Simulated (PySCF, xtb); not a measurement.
I3Sb, SMILES [I][Sb+]([I])[I], charge +1, multiplicity 2.

Harmonic wavenumbers (cm⁻¹) from xtb 6.7.1 with GFN2-xTB at its own minimum, in rising order: 47, 47, 54, 166, 181, 181.

Question: What does PySCF with PBE-D3(BJ)/def2-SVP give at its own minimum? (The exact figures need the calculation; the answer reports its results.)

Answer: 50, 50, 63, 163, 195, 195. Paired by order, the mean absolute difference is 8 cm⁻¹ and the zero-point energies are 1.0 and 1.0 kcal/mol.
